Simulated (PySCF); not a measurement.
Si(H)3(Cl) anion (ClH3Si), SMILES [SiH3]Cl (connectivity only; charge and spin as stated), charge -1, multiplicity 2. The structure is a stationary point at PBE-D3(BJ)/def2-TZVPD. The multiplicity is an assumed one; other spin states were not compared. The isomer is the one that the SMILES or the coordinates give; other isomers of the formula were not compared.

Method: PBE-D3(BJ)/def2-TZVPD in PySCF.

Harmonic wavenumbers (cm⁻¹): 199, 370, 403, 797, 908, 928, 1755, 2038, 2052. Rotational constants (GHz): 103.2, 4.496, 4.459; symmetry number 1.

Question: Work out the zero-point energy and the ideal-gas rigid-rotor harmonic-oscillator thermochemistry at 298.15 K and 1 atm.

Answer: ZPE = ½ Σ hcν = ½ × 9450 cm⁻¹ = 13.51 kcal/mol. H − E(el) = 16.75 kcal/mol. Entropy in cal/(mol K): translation 38.50, rotation 22.57, vibration 4.65, spin 1.38, total 67.10. G − E(el) = -3.25 kcal/mol. Cp = 14.44 cal/(mol K).
